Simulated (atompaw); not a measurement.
**Reading a pseudo-wave (P (Z = 15))**

Columns: radius, all-electron u(r) and pseudo u(r) of the 3s shell (level -13.97 eV) of phosphorus in the configuration [Ne] 3s2 3p3; PBE, scalar-relativistic, PAW (atompaw) scheme, atompaw 4.2.0.5.

| r (bohr) | all-electron | pseudo |
| --- | --- | --- |
| 0.075 | 0.1768 | 0.0751 |
| 0.151 | -0.0415 | 0.1504 |
| 0.226 | -0.2480 | 0.2232 |
| 0.302 | -0.3576 | 0.2947 |
| 0.377 | -0.3701 | 0.3623 |
| 0.452 | -0.3133 | 0.4265 |
| 0.528 | -0.2117 | 0.4875 |
| 0.603 | -0.0890 | 0.5431 |
| 0.678 | 0.0413 | 0.5939 |
| 0.754 | 0.1709 | 0.6402 |
| 0.829 | 0.2902 | 0.6805 |
| 0.905 | 0.3988 | 0.7159 |
| 0.980 | 0.4920 | 0.7453 |
| 1.055 | 0.5711 | 0.7694 |
| 1.131 | 0.6375 | 0.7885 |
| 1.206 | 0.6901 | 0.8024 |
| 1.282 | 0.7310 | 0.8115 |
| 1.357 | 0.7604 | 0.8161 |
| 1.432 | 0.7797 | 0.8165 |
| 1.508 | 0.7903 | 0.8131 |
| 1.583 | 0.7931 | 0.8061 |
| 1.658 | 0.7893 | 0.7959 |
| 1.734 | 0.7798 | 0.7826 |
| 1.809 | 0.7659 | 0.7667 |
| 1.885 | 0.7480 | 0.7481 |
| 1.960 | 0.7273 | 0.7273 |

How many radial nodes do the two functions have?

The all-electron 3s function has n − l − 1 = 2; the pseudo-wave has 0, since the states of the same l below it are removed with the core.

Is the pseudo-wave norm-conserving?

No, it belongs to a PAW set: the norm inside the radius is not constrained, and the difference is carried by the augmentation charge.
